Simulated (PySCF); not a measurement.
CH5BFNO, SMILES OB(N)CF.

The structure is a stationary point at PBE0-D3(BJ)/def2-SVP. This is a generated structure with no PubChem entry under its InChIKey; it may be hypothetical. The values are those of a single conformer.

All values below come from PBE/def2-TZVP (PySCF).

Symmetry labels are those of the subgroup Cs that the program uses (full group Cs).

Computed valence orbital energies around the gap with their symmetry:
```csv
orbital,symmetry,energy (eV)
HOMO−7,A',-11.41
HOMO−6,A",-11.29
HOMO−5,A',-10.18
HOMO−4,A",-8.73
HOMO−3,A',-8.70
HOMO−2,A",-7.55
HOMO−1,A',-6.98
HOMO,A",-6.51
LUMO,A',-0.21
LUMO+1,A',0.59
LUMO+2,A",0.71
LUMO+3,A',1.15
```
